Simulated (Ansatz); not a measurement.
Isomers of CH5BS, B3LYP-D3(BJ)/def2-TZVP minima from an xTB search, which can miss the lowest.
Isomer 1, SMILES CBS (charge 0, multiplicity 1):
```xyz
8

C     -0.859    -0.305     0.038
B      0.308     0.722    -0.078
S      2.047     0.323    -0.048
H     -1.509    -0.225    -0.841
H     -1.496    -0.045     0.891
H     -0.551    -1.346     0.144
H      0.099     1.890    -0.198
H      1.961    -1.014     0.092
```
Isomer 2, SMILES BSC (charge 0, multiplicity 1, Z-matrix in Å and degrees):
```
S
B 1 1.7556
H 2 1.1880 1 115.90
H 2 1.1889 3 122.80 1 179.99
C 1 1.8258 2 105.80 3 -179.98
H 5 1.0867 1 109.92 2 -0.02
H 5 1.0882 6 109.96 4 119.89
H 5 1.0882 6 109.96 7 120.23
```

Frozen-core correlation. MP2 and its Hartree–Fock in cc-pV(Q+d)Z are density fitted.

Run with Ansatz (Gaussian basis) for Hartree–Fock, density functionals and correlated methods. Values without a source in brackets are computed.

The energy of isomer 2 above isomer 1 is E(isomer 2) − E(isomer 1). Total energies (hartree):

| level | isomer 2 | isomer 1 |
|---|---|---|
| HF/cc-pV(T+d)Z | -463.0470349 | -463.0677107 |
| MP2/cc-pV(T+d)Z | -463.5086193 | -463.5290950 |
| HF/cc-pV(Q+d)Z | -463.0546513 | -463.0753051 |
| MP2/cc-pV(Q+d)Z | -463.5490623 | -463.5692924 |
| CCSD(T)/cc-pV(T+d)Z | -463.5725175 | -463.5929510 |

Work out the energy of isomer 2 above isomer 1 at the basis-set limit: extrapolate the MP2 correlation part as X⁻³, take Hartree–Fock from the larger set, and add the CCSD(T) − MP2 difference of cc-pV(T+d)Z.


1. Differences (1 hartree = 627.509 kcal/mol): HF/cc-pV(T+d)Z 12.974; MP2/cc-pV(T+d)Z 12.849; HF/cc-pV(Q+d)Z 12.960; MP2/cc-pV(Q+d)Z 12.695; CCSD(T)/cc-pV(T+d)Z 12.822.
2. Correlation parts, MP2 less HF: -0.126 in cc-pV(T+d)Z (X = 3), -0.266 in cc-pV(Q+d)Z (X = 4).
3. Limit (4³·(-0.266) − 3³·(-0.126))/(4³ − 3³) = -0.368; with HF/cc-pV(Q+d)Z it gives 12.592.
4. CCSD(T) less MP2 in cc-pV(T+d)Z: -0.027.
Result: 12.57 kcal/mol, against 12.85 at MP2/cc-pV(T+d)Z. It is an estimate of this method's limit, not of the exact value.

Ansatz is a quantum-chemistry and plane-wave program.
